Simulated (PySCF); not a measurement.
GeH₆P₂. Atoms are numbered in the order given.

```xyz
9

Ge     0.0000     0.0000     0.6345
P      2.0109     0.0005    -0.5836
P     -2.0109    -0.0005    -0.5836
H      0.0008    -1.2583     1.5471
H     -0.0008     1.2583     1.5471
H      1.5553     1.0372    -1.4763
H      1.5590    -1.0441    -1.4689
H     -1.5553    -1.0372    -1.4763
H     -1.5590     1.0441    -1.4689
```
Charge 0, spin multiplicity 1.

Geometry optimised at PBE-D3(BJ)/def2-SVP. This is a generated structure with no PubChem entry under its InChIKey; it may be hypothetical. Other conformers were not sampled.

Computed with TDDFT-PBE/def2-SVPD (PySCF).

Vertical excitations. Gas-phase values at a fixed geometry. State labels are in the subgroup C2.

Problem. Estimate the UV-visible absorptions. (Estimate from the structure and the level; the computed values follow.)

Solution. 
```json
[
 {"state": "S1", "symmetry": "B", "energy (eV)": "5.09", "λ (nm)": "243", "f": "0.111", "main pairs": "HOMO→LUMO 84 %, HOMO→LUMO+1 13 %"},
 {"state": "S2", "symmetry": "A", "energy (eV)": "5.73", "λ (nm)": "216", "f": "0.000", "main pairs": "HOMO→LUMO+2 97 %"},
 {"state": "S3", "symmetry": "B", "energy (eV)": "5.78", "λ (nm)": "215", "f": "0.295", "main pairs": "HOMO→LUMO+1 84 %"},
 {"state": "S4", "symmetry": "B", "energy (eV)": "5.82", "λ (nm)": "213", "f": "0.010", "main pairs": "HOMO→LUMO+3 97 %"},
 {"state": "S5", "symmetry": "A", "energy (eV)": "5.86", "λ (nm)": "212", "f": "0.001", "main pairs": "HOMO→LUMO+4 97 %"},
 {"state": "S6", "symmetry": "A", "energy (eV)": "6.15", "λ (nm)": "201", "f": "0.003", "main pairs": "HOMO−1→LUMO 70 %, HOMO−2→LUMO 22 %"},
 {"state": "S7", "symmetry": "A", "energy (eV)": "6.43", "λ (nm)": "193", "f": "0.059", "main pairs": "HOMO−2→LUMO 70 %, HOMO−1→LUMO 13 %"},
 {"state": "S8", "symmetry": "B", "energy (eV)": "6.45", "λ (nm)": "192", "f": "0.000", "main pairs": "HOMO→LUMO+5 98 %"},
 {"state": "S9", "symmetry": "A", "energy (eV)": "6.47", "λ (nm)": "192", "f": "0.000", "main pairs": "HOMO→LUMO+6 96 %"},
 {"state": "S10", "symmetry": "B", "energy (eV)": "6.81", "λ (nm)": "182", "f": "0.017", "main pairs": "HOMO−3→LUMO 99 %"},
 {"state": "T1", "symmetry": "B", "energy (eV)": "4.15", "λ (nm)": "299", "f": "0", "main pairs": "HOMO→LUMO 99 %"},
 {"state": "T2", "symmetry": "A", "energy (eV)": "5.26", "λ (nm)": "236", "f": "0", "main pairs": "HOMO→LUMO+2 94 %"},
 {"state": "T3", "symmetry": "B", "energy (eV)": "5.37", "λ (nm)": "231", "f": "0", "main pairs": "HOMO→LUMO+3 92 %"},
 {"state": "T4", "symmetry": "B", "energy (eV)": "5.40", "λ (nm)": "230", "f": "0", "main pairs": "HOMO→LUMO+1 97 %"}
]
```
Triplets are in the Tamm–Dancoff approximation, which puts them higher than full response would, so one can lie above its singlet here.
